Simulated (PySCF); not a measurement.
CH₅Si, SMILES C[SiH2], multiplicity 2.

Coordinates come from a TPSSh-D3(BJ)/def2-TZVP optimisation. The isomer is the one that the SMILES or the coordinates give; other isomers of the formula were not compared.

Level of theory: PBE0/def2-TZVPD in PySCF.

The molecule is in vacuum.

Computed frontier levels, dipole moment and polarisability:
- α spin, highest occupied and lowest empty level: -5.95 and 0.13 eV
- β spin, highest occupied and lowest empty level: -9.22 and -2.12 eV
- dipole moment: 0.90 D
- quadrupole, principal values (traceless, Buckingham form, about the centre of nuclear charge): -0.36, 0.07, 0.29 D·Å
- mean static polarisability: 46.6 bohr³ (6.91 Å³)
- polarisability, principal values: 43.2, 44.2, 52.4 bohr³
- ⟨S²⟩: 0.753 (pure state 0.75)
